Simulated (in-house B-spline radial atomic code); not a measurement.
Successive ionisation energies of silver; each step leads to the configuration of the next row (after the last: [Ar] 3d10 4s1). NIST's values go from ground level to ground level; the uncertainty of those that are theory runs from under 0.1 % in few-electron ions to several per cent in heavy many-electron ones. Computed with a B-spline radial code for spherical atoms: non-relativistic Hartree-Fock, average of the configuration, point nuclei.

This level leaves out relativity, spin-orbit splitting included, which matters for heavy ions.

| ion | configuration | ionisation energy (eV) | tabulated value (eV) | tabulated kind | computed minus tabulated (eV) | highest orbital | largest mean radius (bohr) |
| --- | --- | --- | --- | --- | --- | --- | --- |
| Ag | [Kr] 4d10 5s1 | 5.9 | 7.576234 | measured | -1.7 | 5s | 3.6565 |
| Ag+ | [Kr] 4d10 | 20.3 | 21.4844 | measured | -1.2 | 4d | 1.3546 |
| Ag2+ | [Kr] 4d9 | 34.9 | 34.8 | semi-empirical | 0.1 | 4d | 1.287 |
| Ag3+ | [Kr] 4d8 | 50.7 | 49 | tabulated theory | 1.7 | 4d | 1.2332 |
| Ag4+ | [Kr] 4d7 | 67.7 | 65 | tabulated theory | 2.7 | 4d | 1.1881 |
| Ag5+ | [Kr] 4d6 | 85.7 | 82 | tabulated theory | 3.7 | 4d | 1.1491 |
| Ag6+ | [Kr] 4d5 | 104.6 | 106 | tabulated theory | -1.4 | 4d | 1.1146 |
| Ag7+ | [Kr] 4d4 | 124.4 | 125 | tabulated theory | -0.6 | 4d | 1.0836 |
| Ag8+ | [Kr] 4d3 | 145.0 | 145.1 | tabulated theory | -0.1 | 4d | 1.0554 |
| Ag9+ | [Kr] 4d2 | 166.4 | 167 | tabulated theory | -0.6 | 4d | 1.0295 |
| Ag10+ | [Kr] 4d1 | 188.6 | 188 | tabulated theory | 0.6 | 4d | 1.0054 |
| Ag11+ | [Ar] 3d10 4s2 4p6 | 270.3 | 271.46 | semi-empirical | -1.2 | 4p | 0.90734 |
| Ag12+ | [Ar] 3d10 4s2 4p5 | 295.1 | 294 | tabulated theory | 1.1 | 4p | 0.89396 |
| Ag13+ | [Ar] 3d10 4s2 4p4 | 320.5 | 321 | tabulated theory | -0.5 | 4p | 0.88162 |
| Ag14+ | [Ar] 3d10 4s2 4p3 | 346.3 | 347 | tabulated theory | -0.7 | 4p | 0.86977 |
| Ag15+ | [Ar] 3d10 4s2 4p2 | 372.7 | 381 | tabulated theory | -8.3 | 4p | 0.85837 |
| Ag16+ | [Ar] 3d10 4s2 4p1 | 399.6 | 408.43 | semi-empirical | -8.8 | 4p | 0.84737 |
| Ag17+ | [Ar] 3d10 4s2 | 458.5 | 469 | tabulated theory | -10.5 | 4s | 0.81948 |

Task: Where is the largest jump?

Result: From Ag to Ag+, by a factor of 3.44 (5.9087 to 20.307 eV); the highest orbital goes from 5s to 4d.

Task: How far is this level of theory from the measured and semi-empirical values?

Result: Over those 5 rows the differences run from -8.79 to +0.0505 eV (mean absolute value 2.6 eV). The calculation leaves out relativity, correlation and, in open shells, the multiplet splittings that an average leaves out.
